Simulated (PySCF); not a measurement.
Simulation results for B₂Ge₂H₈

Calculation on a computer-drawn molecule: the log of a Hartree-Fock and frozen-core CCSD(T) single point meant for a local Hartree-Fock minimum, with one planted fault or none, to be diagnosed. Offsets are logged minus clean, where the clean run is the same molecule without the fault. The reference is restricted for singlets and unrestricted otherwise, and also for a bond in bohr or an excited solution. Adding or removing an electron swaps singlet and doublet. The excited solution moves the top pair (singlet) or top alpha electron (doublet) to the lowest empty orbital. Highest occupied and lowest empty are orbital energies over both spins, largest force is the largest gradient component, triples share is (T) over the correlation energy, the T1 limit is 0.02 restricted and 0.045 unrestricted, electrons count all cores, a negative frequency is imaginary (commonest isotopes), and the dipole is about the centre of nuclear charge; on germanium a core potential holds 10 electrons, which the energies leave out, and 3d is frozen in MP2 and coupled-cluster steps. Program: PySCF 2.14.0.

```xyz
12
formula=B2Ge2H8 meant_charge=0 meant_multiplicity=1 meant_basis=cc-pVDZ meant_basis_and_core_potential_on_germanium=cc-pVDZ-PP_ECP10MDF logged_electrons=82 logged_basis_functions=114 logged_SCF_converged=yes logged_spin_squared=0 logged_highest_occupied=-10.009 logged_lowest_empty=0.60436 logged_largest_force=3.963e-06 logged_lowest_frequency=21.775 logged_T1_diagnostic=0.014795 logged_D1_diagnostic=0.04552 logged_triples_share=0.026407 logged_CC_converged=yes logged_dipole_magnitude=0.81485 logged_SCF_stable_within_its_kind=yes logged_energy_HF=-640.7048 logged_energy_CCSD(T)=-641.15117 possible_faults=no_fault,one_electron_removed,one_electron_added,multiplicity_raised_by_two,geometry_at_a_saddle_point,SCF_held_on_an_excited_solution,minimal_basis_STO-3G,one_bond_length_entered_in_bohr,all_coordinates_scaled planted_fault=no_fault HF_energy_offset_from_clean_run=0 CCSD(T)_energy_offset_from_clean_run=0
B      2.6490    -0.4949     0.8645
Ge     0.8814     0.6140     0.7408
B     -0.7385    -0.6635     1.0949
Ge    -1.9808    -1.4366    -0.3966
H      3.0884    -1.0592    -0.0974
H      3.2286    -0.6097     1.9072
H      0.7598     1.2784    -0.6417
H      0.8783     1.7382     1.7923
H     -0.9730    -0.9626     2.2332
H     -3.2017    -0.5092    -0.5184
H     -1.2966    -1.4919    -1.7693
H     -2.4925    -2.8456    -0.0626
```

Units: logged_highest_occupied, logged_lowest_empty in eV; logged_largest_force in hartree/bohr; logged_lowest_frequency in cm⁻¹; logged_dipole_magnitude in debye; logged_energy_HF, logged_energy_CCSD(T) in hartree; HF_energy_offset_from_clean_run, CCSD(T)_energy_offset_from_clean_run in kcal/mol.

Drawn bonds:
```
atom  other atom  order
   1           2      1
   2           3      1
   3           4      1
   1           5      1
   1           6      1
   2           7      1
   2           8      1
   3           9      1
   4          10      1
   4          11      1
   4          12      1
```
